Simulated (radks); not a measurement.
Os0.375+, 75.625 electrons, occupied as [Xe] 4f14 5d6 6s(up 1, down 0.625) (fractional occupations, a model configuration). Calculated with a radial shooting solver on a logarithmic mesh with Libxc functionals: scalar-relativistic Kohn-Sham, r2SCAN, spin-polarised, spherical densities, finite nucleus; open shells are filled with parallel spins first (spin-orbit coupling, left out, can overturn this in heavy ions); meta-GGA in the generalised Kohn-Sham scheme; Fermi nuclear charge, rms radius 5.4126 fm.

Radial electron density D(r) = 4 pi r^2 rho(r):

```
   r/bohr * D(r) (the largest magnitude, 141, reaches the edge; | marks zero)
 0.001039 |   *
  0.00142 |     *
 0.001924 |        *
 0.002608 |            *
 0.003534 |                  *
  0.00479 |                         *
 0.006544 |                                *
 0.008868 |                                      *
  0.01202 |                                        *
  0.01629 |                                      *
  0.02225 |                                   *
  0.03016 |                                      *
  0.04087 |                                                *
   0.0554 |                                                      *
  0.07508 |                                               *
   0.1026 |                                          *
    0.139 |                                                 *
   0.1884 |                                           *
   0.2553 |                           *
   0.3488 |                             *
   0.4727 |                            *
   0.6407 |              *
   0.8683 |       *
    1.177 |     *
    1.608 |  *
    2.179 |*
    2.953 |*
    4.002 *
    5.467 *
    7.409 *
```

D(r) has 4 maxima, at r = 0.0119, 0.0545, 0.152, 0.400 bohr, and minima at 0.0230, 0.0985, 0.283 bohr, inside which lie 1.89, 11.07, 29.95 electrons.
